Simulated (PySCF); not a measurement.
cyclopentanone (C$_{5}$H$_{8}$O), singlet, geometry from GFN2-xTB. Base run: PySCF with MN15/6-31G.

PySCF was given this input:
```python
from pyscf import gto, scf, dft

mol = gto.M(
    atom='''
O     0.875373    1.898766   -0.357255
C     0.379596    0.823378   -0.154920
C     1.128227   -0.480617    0.028837
C     0.060338   -1.567912   -0.047546
C    -1.191630   -0.885966    0.509247
C    -1.103036    0.535259   -0.039118
H     1.925788   -0.585050   -0.705359
H     1.591314   -0.452852    1.018349
H     0.330283   -2.460898    0.513763
H    -0.104973   -1.854084   -1.087624
H    -1.149480   -0.866940    1.599588
H    -2.107439   -1.393920    0.211527
H    -1.525427    0.595767   -1.045239
H    -1.604022    1.282992    0.574040
''',
    basis='6-31g',
    charge=0,
    spin=0,
    verbose=5,
)

mf = dft.RKS(mol)
mf.xc = 'mn15'
mf.kernel()
```

All variants below ran on the same shared machine, one core each. Differences are taken from the largest grid of the series, which the next largest meets within 10 µEh (grids.level = 7: -270.155035 Eh). The cheapest run took roughly 6 core-seconds.

```
setting                      grid points  cost, times the cheapest (rough)  difference in total energy (µEh)
---------------------------  -----------  --------------------------------  --------------------------------
grids.level = 1                    50856                                 1                               412
grids.level = 2                   110224                                 2                                 2
base                              163136                                 2                                 3
grids.atom_grid = (75, 302)       203376                                 3                                 3
grids.prune = off                 256704                                 3                                 3
grids.level = 5                   446192                                 5                                -1
grids.atom_grid = (99, 590)       453544                                 6                                 1
grids.level = 7                   920544                                10                         reference
```

Times come from a shared machine, hold the start-up and are rough.
